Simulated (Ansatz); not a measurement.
Relaxation of H6W (7 atoms, charge 0, multiplicity 1), to a largest force component of 0.03 eV/Å in at most 50 steps.

The calculation used Ansatz, RKS BLYP/def2-SVP.

```xyz
7
Properties=species:S:1:pos:R:3:forces:R:3
W 0.356 -0.242 -0.100 -0.09 0.32 0.38
H 0.345 0.676 1.340 -0.02 -0.18 -0.31
H 1.832 -0.299 0.782 0.05 -0.05 -0.03
H -0.511 1.202 -0.113 0.03 -0.03 -0.05
H -1.089 -0.167 0.763 0.03 -0.05 -0.04
H -0.505 -1.735 -0.148 0.00 0.00 0.00
H 0.470 0.565 -1.624 -0.01 -0.02 0.06
```

Where does it end, and by what steps?

The forces met the threshold. After 2 steps the energy has fallen by 0.007 eV; H2 moved furthest, 0.02 Å.

```
step  energy less start (eV)  largest force component (eV/Å)  accepted
   0                  0.0000                           0.376       yes
   1                  0.0008                           0.417        no
   2                 -0.0071                           0.009       yes
```

```xyz
7
Properties=species:S:1:pos:R:3
W 0.357 -0.237 -0.091
H 0.332 0.677 1.322
H 1.843 -0.309 0.778
H -0.503 1.209 -0.122
H -1.090 -0.181 0.765
H -0.505 -1.728 -0.142
H 0.465 0.569 -1.610
```

Whether the end is a true minimum wasn't checked by a vibrational analysis.

Run time: 6.8 s on 1 thread of Arm Neoverse V2, with other jobs on the host, peak memory 0.1 GiB.
